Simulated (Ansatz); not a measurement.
Basis-set series for CH7NSiTe, SMILES `N[SiH2]C[TeH]`. Total charge 0; spin multiplicity 1. Te takes the def2 core potential. All single points use the PBE0-D4/def2-TZVP geometry. It is one conformer, not always the lowest.

| functional | basis | functions | energy (Eh) | HOMO (eV) | LUMO (eV) |
| --- | --- | --- | --- | --- | --- |
| PBE0-D4 | def2-SVP | 107 | -654.20928 | -5.91 | -0.34 |
| PBE0-D4 | def2-QZVPP | 476 | -654.45994 | -6.06 | -0.66 |
| ωB97M-V | def2-SVP | 107 | -654.31808 | -8.01 | 1.58 |
| ωB97M-V | def2-QZVPP | 476 | -654.57545 | -8.19 | 0.96 |

Question: Give the rows for def2-TZVPP. (Best estimate.)

Answer: Computed: 
```tsv
functional	basis	functions	energy (Eh)	HOMO (eV)	LUMO (eV)
PBE0-D4	def2-TZVPP	252	-654.44174	-6.04	-0.58
ωB97M-V	def2-TZVPP	252	-654.55804	-8.16	1.17
```

Positive LUMOs are unbound and depend on the basis.
